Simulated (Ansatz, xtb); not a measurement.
# Two isomers of B2Cl2F2H2

Structure a: `F[B@H-]1[Cl+][B@H-](F)[Cl+]1`, a singlet. Structure b: `F[B@H-]1[Cl+][B@@H-](F)[Cl+]1`, a singlet. Both are isolated molecules in the gas phase, relaxed with PBE0-D4/def2-SVP.

Quicker runs give these differences E(b) − E(a): GFN2-xTB +2.77 kJ/mol; HF/STO-3G −4.71 kJ/mol (at GFN2-xTB geometries); r2SCAN-D4/def2-SVP −2.65 kJ/mol (at GFN2-xTB geometries).

Problem. Estimate E(b) − E(a) at the level CCSD(T)/def2-SVP + ΔMP2/def2-TZVPP.

Solution. CCSD(T)/def2-SVP + ΔMP2/def2-TZVPP gives E(b) − E(a) = −1.70 kJ/mol, slightly favouring structure b, which is too small a margin to settle the true order.

How the difference moves with the method:

```csv
level,geometry,E(b) − E(a) (kJ/mol),departure from the last row (kJ/mol),"job, with rough time for the two"
GFN2-xTB,GFN2-xTB,+2.77,+4.48,"optimisation, 0.15 s"
HF/STO-3G,GFN2-xTB,−4.71,−3.00,"single point, 0.32 s"
r2SCAN-D4/def2-SVP,GFN2-xTB,−2.65,−0.95,"single point, 3.2 s"
PBE0-D4/def2-SVP,PBE0-D4/def2-SVP,−1.31,+0.40,"optimisation, 26 s"
HF/def2-SVP,PBE0-D4/def2-SVP,−0.32,+1.38,part of the CCSD(T) run
MP2/def2-SVP,PBE0-D4/def2-SVP,−1.25,+0.46,part of the CCSD(T) run
CCSD(T)/def2-SVP,PBE0-D4/def2-SVP,−1.09,+0.62,single point
CCSD(T)/def2-SVP + ΔMP2/def2-TZVPP,PBE0-D4/def2-SVP,−1.70,,"single point, 29 s"
```

As drawn, both hold the same kinds of bond in the same numbers.

The largest departure from CCSD(T)/def2-SVP + ΔMP2/def2-TZVPP is that of GFN2-xTB, 4.48 kJ/mol. The last row adds to CCSD(T) the change of the MP2 difference between the two basis sets, here −0.62 kJ/mol.

With harmonic frequencies from PBE0-D4/def2-SVP (ideal gas, rigid rotor, one conformer each, 298.15 K, 1 atm): on the last row, ΔE + ΔZPE = −1.58 kJ/mol. A mode under 50 cm⁻¹ makes harmonic enthalpies and free energies unreliable, so none is given.

The correlated steps freeze 14 core orbitals. Codes used: Ansatz 0.2.0, xtb 6.7.1; the last row on 2 threads of Arm Neoverse V2 on a shared host.
